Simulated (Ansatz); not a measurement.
Basis-set extrapolation for CH6FN3Si, SMILES `N[SiH2]/N=C(/N)F` (PBE0-D4/def2-TZVP geometry, frozen core, Ansatz 0.2.0). Multiplicity 1, RHF reference.

```
                      def2-TZVPP   def2-QZVPP
                 HF  -593.290538  -593.313893
    MP2 correlation    -1.145602    -1.234389
CCSD(T) correlation    -1.222343      not run
```

Energies in hartree. Use E(X) = E(∞) + A·exp(−7.88·√X) for Hartree–Fock and E(X) = E(∞) + B·X^(−2.97) for correlation, with X = 3 and 4, and add CCSD(T) minus MP2 of the smaller set to the MP2 limit.

Problem. What is the CCSD(T) energy at the basis-set limit?

Solution. HF limit: -593.313893 + (-0.023355) × 0.13774 = -593.31711. MP2 limit: -1.234389 + (-0.088787) × 0.74074 = -1.30016. Higher-order term: -1.222343 − (-1.145602) = -0.07674. Total: -594.69401 hartree, 475.6 kJ/mol below CCSD(T)/def2-TZVPP.
